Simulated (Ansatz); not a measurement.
Ansatz results at the PBE0-D4/def2-TZVP geometry: HOMO energy (ωB97M-V/def2-TZVPP) -10.21 eV; LUMO energy (PBE/def2-TZVPP) -0.64 eV; LUMO energy (PBE0/def2-TZVPP) 0.29 eV.

Each molecule was computed in one conformer, which needn't be the lowest.

Which molecule gave them?
A. `C=C1O[Si]1(C)N`
B. `NBC(N)[SiH3]`
C. `CCC(=O)S`
D. `[CH3][Ge]([NH2])([OH])[Cl]`

D. The others give `NBC(N)[SiH3]`: -9.03, -0.77, 0.16; `C=C1O[Si]1(C)N`: -8.68, -0.53, 0.40; `CCC(=O)S`: -9.92, -1.66, -0.57.
